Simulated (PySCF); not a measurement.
Match the calculated data to a structure.

All candidates are C7H15NOSi.

| technique | computed result |
| --- | --- |
| Dipole | 1.76 D [B3LYP/def2-SVPD] |
| UV, strongest line | among the 10 lowest singlet transitions: S10 at 7.07 eV (175 nm, f = 0.212) [TDDFT B3LYP/def2-SVPD] |
| Rotational structure | rotational constants A, B, C: 3.328, 0.483, 0.463 GHz [PBE0-D3(BJ)/def2-SVP] |
| Valence photoelectron | vertical ionisation energy: 8.66 eV [ΔSCF B3LYP/def2-SVPD] |
| 13C NMR | chemical shifts (computed TMS as zero) by class: 147.1 (1 C), 123.2 (1 C), 73.9 (1 C), 44.6 (1 C), 40.5 (1 C), 31.7 (1 C), 18.2 (1 C) ppm [GIAO PBE0/pcSseg-1] |
| NMR, other nuclei | isotropic shieldings of nuclei other than C and H, by class: 220 (1 N), 250 (1 O), 346 (1 Si) ppm [GIAO PBE0/pcSseg-1] |
| Triplet | lowest triplet excitation (Tamm–Dancoff): 4.41 eV [TDA B3LYP/def2-SVPD] |

Electronic properties: PySCF, gas phase, density fitting. Levels stand in brackets. The structure is a single PBE0-D3(BJ)/def2-SVP conformer in the gas phase; no vibrational or solvent corrections. NMR values are class means; diastereotopic atoms form classes of their own.

Question: Which candidate is it?
A. `C=C[Si@]1(N(C)C)CCCO1`
B. `C=C[C@H](C(=C)C)N(C)[SiH2]O`
C. `C=CC[C@@H]1CO[Si@@H](NC)C1`
D. `C1CCN([Si@@H]2CCCO2)C1`

Answer: C. It is `C=CC[C@@H]1CO[Si@@H](NC)C1`. Numbering: `[CH2:1]=[CH:2][CH2:3][C@@H:4]1[CH2:5][O:6][Si@@H:7]([NH:8][CH3:9])[CH2:10]1`. Its formula, C7H15NOSi, gives 2 degrees of unsaturation: 1 ring and 1 π bond in the structure found. 7 carbons fall into 7 classes; from least to most shielded: alkene CH carbon [C2] (147.1 ppm), terminal =CH2 carbon [C1] (123.2 ppm), ring sp3 carbon bound to oxygen [C5] (73.9 ppm), allylic carbon [C3] (44.6 ppm), sp3 CH carbon [C4] (40.5 ppm), N-methyl carbon [C9] (31.7 ppm), ring sp3 carbon bound to silicon [C10] (18.2 ppm). The other shieldings belong to: 220 ppm, silicon-bound nitrogen [N8]; 250 ppm, silyl ether oxygen [O6]; 346 ppm, oxygen-bound silicon [Si7]. The first electron is taken from the HOMO, whose largest Löwdin shares are 0.54 on the silicon-bound nitrogen, 0.12 on the N-methyl carbon, 0.09 on the silyl ether oxygen and 0.06 on the oxygen-bound silicon. The optimised geometry has point group C1 and is an asymmetric top.

The others, at the same levels:
- `C=C[C@H](C(=C)C)N(C)[SiH2]O` fails: its computed 13C shifts are 155.1 (1 C), 146.2 (1 C), 123.8 (1 C), 122.7 (1 C), 68.1 (1 C), 27.0 (1 C), 23.8 (1 C) ppm, vertical ionisation energy is 8.23 eV (against 8.66 eV) and strongest line among the 10 lowest singlet transitions is S9 at 6.68 eV (186 nm, f = 0.034) (against S10 at 7.07 eV).
- `C=C[Si@]1(N(C)C)CCCO1` fails: it has 6 carbon classes against 7; its computed 13C shifts are 143.8 (1 C), 139.5 (1 C), 69.5 (1 C), 36.8 (2 C), 31.0 (1 C), 7.4 (1 C) ppm, vertical ionisation energy is 7.88 eV (against 8.66 eV) and lowest triplet excitation (Tamm–Dancoff) is 4.13 eV (against 4.41 eV).
- `C1CCN([Si@@H]2CCCO2)C1` fails: it has 5 carbon classes against 7; its computed 13C shifts are 69.8 (1 C), 46.9 (2 C), 28.1 (1 C), 26.4 (2 C), 11.3 (1 C) ppm, vertical ionisation energy is 7.98 eV (against 8.66 eV) and lowest triplet excitation (Tamm–Dancoff) is 5.37 eV (against 4.41 eV).
